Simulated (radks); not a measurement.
Results of a calculation; reference values are marked as such.
Question: The mean radii <r> (bohr) of the occupied orbitals of an atom or ion are listed with their occupations. Code: a radial shooting solver on a logarithmic mesh with Libxc functionals. Model: scalar-relativistic Kohn-Sham, PBEsol, spin-polarised, spherical densities, finite nucleus; Fermi nuclear charge, rms radius of each element as measured or else 0.836 A^(1/3) + 0.57 fm.

orbital  occ.      <r>
1s up       1  0.03112
1s down     1  0.03112
2s up       1   0.1350
2s down     1   0.1350
2p up       3   0.1177
2p down     3   0.1177
3s up       1   0.3678
3s down     1   0.3678
3p up       3   0.3665
3p down     3   0.3664
3d up       5   0.3436
3d down     5   0.3436
4s up       1   0.8566
4s down     1   0.8560
4p up       3   0.9058
4p down     3   0.9054
4d up       1    1.003

Name the element and its charge. Open shells, if any, are filled with parallel spins first.

Answer: Z = 47, silver, charge +10: Ag10+ in [Kr] 4d1. The 1s radius gives Z: for a bare nucleus <r> = (2 gamma + 1)/(2Z) with gamma = sqrt(1 - (Z/c)^2), 0.03062 bohr for Z = 47, and screening makes it slightly larger (0.03112 here). The occupations add up to 37, and the charge is Z minus that.
